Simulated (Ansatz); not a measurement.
Reactions of CH5BrO2Si, SMILES `C[Si](O)(O)Br`.

Program: Ansatz. Geometries: PBE0-D4/def2-TZVP. ΔE: electronic, gas phase. CCSD(T)/CBS is the MP2 limit (def2-TZVPP, def2-QZVPP) plus CCSD(T) − MP2 in def2-TZVPP, frozen cores. This one scheme is used for every species. Functionals use def2-TZVPP. B3LYP here is the variant with VWN-RPA as its local correlation; programs differ in this. For Br outer-core shells are correlated without core-valence functions, which leaves a few kJ/mol of doubt a bond. Scalar relativity is left out up to krypton. Each species was taken in one conformer, which may not be the lowest.

| reaction | CCSD(T)/CBS(def2) (kJ/mol) |
| --- | --- |
| `C[Si](O)(O)Br` + ethane → `C[Si](C)(O)O` + `CBr` | ? |
| `C[Si](O)(O)Br` + `C1=CN1` → `CN1C=C1` + `O[SiH](O)Br` | 76 |
| `C[Si](O)(O)Br` + CH₄ → `C[Si](C)(O)O` + HBr | 117 |
| `C[Si](O)(O)Br` + `CC[SiH2][SiH3]` → `O[Si](O)([SiH3])Br` + `CC[SiH2]C` | 20 |
| `C[Si](O)(O)Br` + `C#CC(C)C` → `C#CC(C)(C)C` + `O[SiH](O)Br` | 48 |
| `C[Si](O)(O)Br` + `[SiH3]O[Si]S` → `C[Si](O)(Br)O[SiH3]` + `O[Si]S` | ? |
| `C[Si](O)(O)Br` + `CO[SiH](C)O` → `C[SiH](O)O[Si](C)(O)O` + `CBr` | -67 |

Q: Fill in the missing values. (Best estimate.)

A: Computed: `C[Si](O)(O)Br` + ethane → `C[Si](C)(O)O` + `CBr`: +124.4 kJ/mol; `C[Si](O)(O)Br` + `[SiH3]O[Si]S` → `C[Si](O)(Br)O[SiH3]` + `O[Si]S`: -5.4 kJ/mol.

Largest T1 diagnostic: 0.015, for `O[Si]S`.
